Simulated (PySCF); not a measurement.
Stepwise substitution at one centre (Ga NH2-H). Isolated molecules, 0 K electronic values unless said otherwise. One relaxed conformer stands for each flexible species; it need not be the lowest. Strings in code marks are SMILES.

Method: PBE0-D3(BJ)/def2-TZVP run with PySCF. All candidates: neutral, multiplicity 1. Excitations are Tamm–Dancoff values on a coarser integration grid. The basis has no diffuse functions, so Rydberg states are missing or too high.

The S1 excitation (TDA) comes out as 5.87 eV and the HOMO–LUMO gap is 7.02 eV. The HOMO comes out as -6.70 eV.

Question: Say which member has these values.
A. `[NH2][GaH][NH2]`
B. `[NH2][GaH2]`
C. `[NH2][Ga]([NH2])[NH2]`

Answer: A, `[NH2][GaH][NH2]`. The others give `[NH2][Ga]([NH2])[NH2]`: 5.61 eV, 6.94 eV, -6.75 eV; `[NH2][GaH2]`: 6.09 eV, 6.68 eV, -7.39 eV
